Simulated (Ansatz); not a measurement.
Ansatz (an electronic-structure program) input (r2SCAN/def2-TZVPD):

Ansatz 0.2 input:
```yaml
crystal:
  periodic: [false, false, false]
  atoms:
    - {symbol: Si, position_ang: [1.13022970, -0.82766924, -0.13092360]}
    - {symbol: F, position_ang: [1.51525526, 0.39788494, 0.78995757]}
    - {symbol: N, position_ang: [-0.44746849, -0.21852128, -0.90991606]}
    - {symbol: Si, position_ang: [-1.60743536, 0.74738889, 0.23949531]}
    - {symbol: H, position_ang: [0.72314462, -1.99893227, 0.64558561]}
    - {symbol: H, position_ang: [2.08529753, -1.01807912, -1.22263115]}
    - {symbol: H, position_ang: [-0.22957059, 0.37074579, -1.71827654]}
    - {symbol: H, position_ang: [-2.88473206, 0.73656555, -0.48420093]}
    - {symbol: H, position_ang: [-0.96364517, 2.05921857, 0.34786651]}
    - {symbol: H, position_ang: [-1.59284726, -0.06026130, 1.46527192]}
    - {symbol: H, position_ang: [-0.96178554, -1.01664778, -1.29382495]}
basis:
  gaussian:
    orbitals: def2-TZVPD
hamiltonian:
  xc: {name: r2SCAN}
total_charge: 1
output: {forces: true}
```

End of the output:

```
integrals: 0.17 GiB planned
1283 factors; their error is unknown
mean field: 1.18 GiB planned
mean field evaluation 1: about -20056.7013 eV, gradient 9.4e1 eV
mean field evaluation 2: about -20022.7950 eV, gradient 1.6e2 eV
mean field evaluation 4: about -20070.4817 eV, gradient 1.5e1 eV
mean field evaluation 8: about -20070.8424 eV, gradient 3.0e-1 eV
mean field evaluation 16: about -20070.8425 eV, gradient 1.7e-5 eV
mean field -20070.84250308 eV, -737.5898574825 hartree, gradient 1.7e-5 eV, S^2 0.000000; 0 other end points of the search recorded, 0 dependent functions left out
the calculation of the forces begins
reference -20070.84251928 eV, -737.5898580780 hartree; 25, 25 occupied and 201, 201 virtual orbitals, 1283 factors
Total energy: -20070.84251928 eV, -737.5898580780 hartree
Atom 0 at     1.130230    -0.827669    -0.130924 Å, force    -0.089595     0.217778     0.072617 eV/Å
Atom 1 at     1.515255     0.397885     0.789958 Å, force    -0.045359    -0.094393    -0.076190 eV/Å
Atom 2 at    -0.447468    -0.218521    -0.909916 Å, force     0.033585     0.019815     0.121372 eV/Å
Atom 3 at    -1.607435     0.747389     0.239495 Å, force     0.119827    -0.089104    -0.091336 eV/Å
Atom 4 at     0.723145    -1.998932     0.645586 Å, force    -0.024322    -0.070154     0.044060 eV/Å
Atom 5 at     2.085298    -1.018079    -1.222631 Å, force     0.052971    -0.009644    -0.062650 eV/Å
Atom 6 at    -0.229571     0.370746    -1.718277 Å, force     0.002340     0.015399    -0.033452 eV/Å
Atom 7 at    -2.884732     0.736566    -0.484201 Å, force    -0.068136     0.000980    -0.037688 eV/Å
Atom 8 at    -0.963645     2.059219     0.347867 Å, force     0.036489     0.076219     0.007854 eV/Å
Atom 9 at    -1.592847    -0.060261     1.465272 Å, force     0.003662    -0.046387     0.075297 eV/Å
Atom 10 at    -0.961786    -1.016648    -1.293825 Å, force    -0.021461    -0.020509    -0.019885 eV/Å
Dipole moment:    -0.456154    -0.299200    -0.640490 e Å
```

It need not be the lowest isomer of its formula.
